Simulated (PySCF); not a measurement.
C7H8FNSi: full NMR table

```
Formula                               : C7H8FNSi
SMILES                                : C#C[Si@H](C)n1cccc1F
Point group of the computed structure : C1
Degrees of unsaturation               : 5
Carbon signals                        : 7
Proton signals                        : 6
```

Bonds (- single, = double, # triple, : aromatic): C1#C2, C2-Si3, Si3-C4, Si3-N5, N5:C6, C6:C7, C7:C8, C8:C9, C9-F10, C9:N5. C1 carries H11; Si3 carries H12; C4 carries H13, H14, H15; C6 carries H16; C7 carries H17; C8 carries H18. Stereochemistry as in C#C[Si@H](C)n1cccc1F.

- GIAO PBE0/pcSseg-1 shieldings
- geometry from PBE0-D3(BJ)/def2-SVP
- program: PySCF 2.14
- one computed conformer, gas phase, averaged over atoms made equivalent by symmetry, fast rotation or ring inversion, non-relativistic

δ = σ(ref) − σ, references computed at the same level: $^{1}$H (σref 31.27) and $^{13}$C (σref 184.41) and $^{29}$Si (σref 351.99) vs TMS; $^{19}$F (σref 177.25) vs CFCl3; NH3 for $^{15}$N (σref 265.67).

| carbon | δC, type | δH (multiplicity) | HMBC from (2–3 bonds) | span of the C tensor (ppm) |
| --- | --- | --- | --- | --- |
| C1 | 105.7, CH | 2.48 (d) | H12 | 245 |
| C2 | 86.0, C | – | H12, H11, H13/H14/H15 | 291 |
| C4 | -0.9, CH3 | 0.63 (d) | H12 | 15 |
| C6 | 118.0, CH | 6.08 (m) | H17, H18, H12 | 146 |
| C7 | 115.3, CH | 6.20 (m) | H16, H18 | 174 |
| C8 | 93.3, CH | 5.74 (m) | H17, H16 | 121 |
| C9 | 158.6, C | – | H17, H16, H18, H12 | 100 |

Other nuclei:
```json
{"atoms": "H12", "nucleus": "$^{1}$H", "environment": "hydrogen on a silicon bonded to 2 C, N", "δ (ppm)": "4.95", "σ (ppm)": "26.31"}
{"atoms": "F10", "nucleus": "$^{19}$F", "environment": "aryl fluorine", "δ (ppm)": "-138.5", "σ (ppm)": "315.7"}
{"atoms": "Si3", "nucleus": "$^{29}$Si", "environment": "silicon bonded to 2 C, N, H", "δ (ppm)": "-32.2", "σ (ppm)": "384.2"}
{"atoms": "N5", "nucleus": "$^{15}$N", "environment": "pyrrole-type ring nitrogen", "δ (ppm)": "170.1", "σ (ppm)": "95.6"}
```

1. Carbon types of the structure: 2 × C, 4 × CH, 1 × CH3, leaving 1 H on heteroatoms.
2. δC 158.6: aromatic carbon bearing fluorine; the electronegative substituent deshields the carbon that carries it.
3. δC 118.0: aromatic CH next to a ring nitrogen.
4. δC 115.3, 93.3: aromatic CH.
5. δC 105.7: terminal alkyne carbon.
6. δC 86.0: alkyne carbon; the triple bond shields along its axis, which puts it between sp3 and sp2 carbons.

Splittings by $^{19}$F in the carbon and heteronuclear signals aren't shown, as no couplings were computed. Shifts are as computed. Against solution values, carbons near 30 ppm lie about +2 ppm off and those near 130 ppm about +5 ppm. Of 1211 compounds with measured shifts, 218 miss one by over three times the rms of a fit or turn the order of signals round; such compounds aren't used in these exercises. Unscaled 19F shifts against computed CFCl3 carry errors that often reach 10 to 50 ppm. Experimental scales use liquid or dissolved standards, which lie at an offset from isolated NH3 (liquid NH3: subtract about 20 ppm). Unscaled 15N shifts of sp2 nitrogen come out 20 to 40 ppm too high even then. No couplings were computed; multiplicities are counted from neighbouring protons, with m where these are inequivalent, close in shift, in a saturated or five-membered ring or joined by F or P, and br s for small geminal =CH2 splittings.
